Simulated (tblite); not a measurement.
Compound: C4H9ClGeO.
SMILES with atom numbers: `[CH3:1][O:2][C@@H:3]1[CH2:4][CH2:5][Ge@H:6]1[Cl:7]` (hydrogens: H8, H9, H10 on C1; H11 on C3; H12, H13 on C4; H14, H15 on C5; H16 on Ge6)

Computed with GFN2-xTB (tblite), gas phase: L-BFGS steps from a force-field or distance-geometry start until the largest atomic force falls under 0.01 eV/Å.

Step 9: E = -644.9003 eV
```
atom  x, y, z in Å  |  force x, y, z in eV/Å
C1      2.4765    0.1122   -0.3090    0.128  -0.070  -0.054
O2      1.2742    0.7803   -0.0154    0.116  -0.200   0.025
C3      0.2674   -0.1081    0.4132   -0.057  -0.056  -0.124
C4     -0.6127   -0.6729   -0.7413   -0.045   0.035  -0.036
C5     -2.0143   -0.0631   -0.4790    0.114  -0.062  -0.054
Ge6    -1.3106    0.8891    1.1396   -0.064   0.043   0.090
Cl7    -1.9890    0.0627    2.9771   -0.045   0.149   0.025
H8      2.9163   -0.3252    0.6029   -0.061   0.087  -0.123
H9      2.3242   -0.6962   -1.0385   -0.006   0.105   0.037
H10     3.1631    0.8458   -0.7280   -0.007   0.024   0.030
H11     0.7168   -0.9060    1.0199   -0.102   0.034   0.015
H12    -0.6356   -1.7629   -0.7323    0.009   0.052  -0.013
H13    -0.2091   -0.3357   -1.6984   -0.039  -0.052   0.061
H14    -2.7861   -0.8099   -0.3005    0.067  -0.042   0.059
H15    -2.3627    0.5726   -1.2872    0.047   0.029  -0.069
H16    -1.2258    2.4261    1.1655   -0.053  -0.077   0.131
```

Step 10: E = -644.9059 eV
```
atom  x, y, z in Å  |  force x, y, z in eV/Å
C1      2.4788    0.1107   -0.3089    0.114  -0.046  -0.064
O2      1.2761    0.7746   -0.0154    0.071  -0.096   0.034
C3      0.2667   -0.1110    0.4098   -0.058  -0.031  -0.057
C4     -0.6131   -0.6740   -0.7443   -0.033   0.045  -0.001
C5     -2.0133   -0.0669   -0.4851    0.067   0.012   0.031
Ge6    -1.3134    0.8899    1.1406   -0.037  -0.012   0.022
Cl7    -1.9925    0.0750    2.9819   -0.048   0.131   0.028
H8      2.9244   -0.3249    0.5967   -0.053   0.032  -0.020
H9      2.3278   -0.6911   -1.0398   -0.017  -0.006  -0.037
H10     3.1632    0.8435   -0.7256    0.040   0.109  -0.014
H11     0.7165   -0.9066    1.0190   -0.119   0.008   0.015
H12    -0.6385   -1.7634   -0.7263    0.033   0.043  -0.077
H13    -0.2091   -0.3298   -1.6984   -0.034  -0.111   0.046
H14    -2.7867   -0.8105   -0.3022    0.070  -0.061   0.056
H15    -2.3642    0.5683   -1.2923    0.053   0.038  -0.075
H16    -1.2303    2.4253    1.1791   -0.049  -0.056   0.113
```

Step 11: E = -644.9098 eV
```
atom  x, y, z in Å  |  force x, y, z in eV/Å
C1      2.4825    0.1091   -0.3101    0.067  -0.007  -0.060
O2      1.2790    0.7688   -0.0145    0.015   0.006   0.026
C3      0.2655   -0.1135    0.4067   -0.030   0.003   0.010
C4     -0.6141   -0.6742   -0.7459   -0.013   0.027   0.022
C5     -2.0122   -0.0691   -0.4890   -0.001   0.065   0.066
Ge6    -1.3161    0.8904    1.1418   -0.005  -0.048  -0.031
Cl7    -1.9957    0.0860    2.9856   -0.053   0.112   0.036
H8      2.9289   -0.3244    0.5922   -0.015  -0.022   0.057
H9      2.3300   -0.6880   -1.0414   -0.007  -0.082  -0.095
H10     3.1641    0.8442   -0.7244    0.059   0.137  -0.038
H11     0.7143   -0.9069    1.0184   -0.126  -0.025   0.022
H12    -0.6398   -1.7627   -0.7240    0.039   0.017  -0.104
H13    -0.2096   -0.3281   -1.6974   -0.017  -0.120  -0.001
H14    -2.7859   -0.8120   -0.3027    0.075  -0.057   0.046
H15    -2.3642    0.5656   -1.2971    0.057   0.025  -0.053
H16    -1.2344    2.4236    1.1906   -0.045  -0.031   0.098
```

Step 12: E = -644.9142 eV
```
atom  x, y, z in Å  |  force x, y, z in eV/Å
C1      2.4878    0.1073   -0.3127    0.004   0.030  -0.044
O2      1.2826    0.7625   -0.0132   -0.034   0.097   0.007
C3      0.2639   -0.1160    0.4035    0.016   0.041   0.075
C4     -0.6155   -0.6740   -0.7472    0.011   0.000   0.034
C5     -2.0113   -0.0702   -0.4923   -0.065   0.093   0.073
Ge6    -1.3191    0.8902    1.1427    0.029  -0.059  -0.062
Cl7    -2.0003    0.1002    2.9904   -0.056   0.087   0.042
H8      2.9335   -0.3242    0.5883    0.024  -0.068   0.096
H9      2.3323   -0.6861   -1.0449    0.018  -0.119  -0.126
H10     3.1661    0.8476   -0.7237    0.050   0.123  -0.046
H11     0.7093   -0.9078    1.0183   -0.119  -0.063   0.033
H12    -0.6404   -1.7616   -0.7236    0.035  -0.017  -0.114
H13    -0.2106   -0.3286   -1.6966    0.005  -0.104  -0.060
H14    -2.7832   -0.8146   -0.3021    0.071  -0.038   0.031
H15    -2.3630    0.5631   -1.3031    0.053   0.004  -0.015
H16    -1.2397    2.4211    1.2050   -0.041  -0.006   0.077
```

Q: Estimate the geometry and energy of step 13. (The exact step hangs on the optimiser's Hessian estimate; all steps are aligned on step 12, rigid shifts and turns removed.)

A: E = -644.9194 eV, largest force 0.160 eV/Å
```
atom  x, y, z in Å  |  force x, y, z in eV/Å
C1      2.4945    0.1055   -0.3168   -0.058   0.053  -0.014
O2      1.2864    0.7561   -0.0115   -0.057   0.149  -0.013
C3      0.2622   -0.1184    0.4007    0.064   0.072   0.117
C4     -0.6169   -0.6737   -0.7485    0.036  -0.024   0.033
C5     -2.0110   -0.0700   -0.4951   -0.094   0.084   0.056
Ge6    -1.3222    0.8889    1.1429    0.054  -0.037  -0.058
Cl7    -2.0073    0.1197    2.9972   -0.056   0.057   0.037
H8      2.9393   -0.3249    0.5849    0.042  -0.091   0.076
H9      2.3356   -0.6856   -1.0516    0.055  -0.098  -0.110
H10     3.1693    0.8539   -0.7236    0.009   0.062  -0.037
H11     0.7001   -0.9101    1.0191   -0.090  -0.093   0.042
H12    -0.6405   -1.7606   -0.7254    0.023  -0.045  -0.109
H13    -0.2117   -0.3313   -1.6970    0.025  -0.075  -0.106
H14    -2.7781   -0.8186   -0.3004    0.048  -0.009   0.008
H15    -2.3600    0.5604   -1.3107    0.033  -0.018   0.031
H16    -1.2472    2.4176    1.2245   -0.034   0.014   0.045
```

The energy changes by -0.0052 eV. The first-order estimate −F·Δx gives -0.0072 eV and the mean of the old and new forces, exact on a quadratic surface, -0.0052 eV. The step makes an angle of 65° with the force vector and moves no atom by more than 0.022 Å.

What follows is the cost of the whole relaxation. The run took 0.72 s of wall time on one thread, Arm Neoverse V2 (aarch64), no GPU, shared host with 32 logical CPUs at a one-minute load of 29.
